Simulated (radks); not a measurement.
The numbers below are computed, except where a source is named.
Problem. Code: a radial shooting solver on a logarithmic mesh with Libxc functionals. Model: scalar-relativistic Kohn-Sham, LDA (Slater exchange, VWN5 correlation), spin-polarised, spherical densities, finite nucleus; open shells are filled with parallel spins first; Fermi nuclear charge, rms radius of each element as measured or else 0.836 A^(1/3) + 0.57 fm. Response by self-consistent Sternheimer equations with the Hartree and adiabatic LDA kernel, the relativistic mass of each level held fixed and spin-orbit coupling left out. For heavy and open-shell atoms this level of theory can miss by tens of per cent. Rank Cu+, Ga3+, Kr8+, Zn2+, Ni, Se6+, Ge4+, Br7+, As5+ (NIST ground configurations) by static dipole polarisability, largest first.

Solution. Ni 43.90, Cu+ 8.163, Zn2+ 2.998, Ga3+ 1.491, Ge4+ 0.8721, As5+ 0.5641, Se6+ 0.3903, Br7+ 0.2833, Kr8+ 0.2132 bohr^3.
